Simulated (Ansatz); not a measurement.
A nudged elastic band was laid between two geometries of CH$_{5}$NaSi$_{2}$ (9 atoms, charge 0, multiplicity 1).

Level of theory: RKS BHLYP-D4/def2-SVP (Ansatz).

```
movable images  : 7
climbing image  : yes
spring          : 5.0 eV/Å²
optimiser       : quadratic models (default)
start path      : through a guess of the saddle point
force threshold : 0.05 eV/Å
iteration limit : 60
end points      : relaxed
```

Image 0:

```xyz
9
Properties=species:S:1:pos:R:3
Na -1.597 1.328 -2.911
Si 0.055 1.250 -0.678
C 0.442 -0.519 -0.195
Si -0.053 -1.331 1.220
H -0.565 1.866 0.542
H 1.366 1.967 -0.814
H 1.012 -1.111 -0.911
H 0.179 -2.769 1.463
H -0.839 -0.682 2.284
```

Image 8:

```xyz
9
Properties=species:S:1:pos:R:3
Na -1.599 1.328 -2.911
Si 0.053 1.249 -0.677
C 0.442 -0.520 -0.196
Si -0.053 -1.330 1.219
H -0.563 1.866 0.544
H 1.366 1.964 -0.816
H 1.018 -1.109 -0.910
H -0.840 -0.680 2.282
H 0.177 -2.768 1.465
```

(1) Which bonds break or form, and what moves?

(2) Give the energies along the band, and the barrier.

(3) What is the geometry of the highest image?

Answers

(1) No bond is made or broken. The dihedral Si2–C3–Si4–H9 goes from -2 to 174°. The two ends are copies of one structure, up to a mirror image or an exchange of like atoms.

(2) The forces met the threshold. The highest image is number 5 of 0 to 8, 78.9 kJ/mol above the ends, which have the same energy within 2 meV. The profile has 2 maxima (images 2, 5) with wells between them (image 4): this band takes more than one step, which may be the mechanism or a detour left from its start path. A vibrational analysis at the climbing image gives one clearly imaginary mode, 410i cm⁻¹: a first-order saddle point.

| image | path coordinate (Å) | energy (kJ/mol) | dihedral Si2–C3–Si4–H9 (°) |
| --- | --- | --- | --- |
| 0 | 0.00 | 0.0 | -2 |
| 1 | 1.10 | 18.9 | 12 |
| 2 | 2.19 | 69.2 | 51 |
| 3 | 3.30 | 60.8 | 92 |
| 4 | 4.40 | 36.1 | 116 |
| 5 | 5.50 | 78.9 | 124 |
| 6 | 6.61 | 38.1 | 143 |
| 7 | 7.72 | 9.1 | 163 |
| 8 | 8.82 | 0.0 | 174 |

(3) 
```xyz
9
Properties=species:S:1:pos:R:3:forces:R:3
Na -1.681 0.520 -2.031 0.00 0.00 0.00
Si 0.425 1.326 -0.528 0.00 0.00 0.00
C 0.179 -0.548 -0.779 0.00 0.00 0.00
Si -0.161 -0.950 0.863 0.00 0.00 0.00
H -0.376 1.342 0.798 0.00 0.00 0.00
H 1.822 1.681 -0.079 0.00 0.00 0.00
H 0.513 -1.117 -1.640 0.00 0.00 0.00
H 0.659 -0.600 2.044 0.00 0.00 0.00
H -1.379 -1.654 1.353 0.00 0.00 0.00
```

Time of the run: 5 min on 2 threads of Intel(R) Xeon(R) 6975P-C (Granite Rapids), on a shared host, peak memory 0.21 GiB.
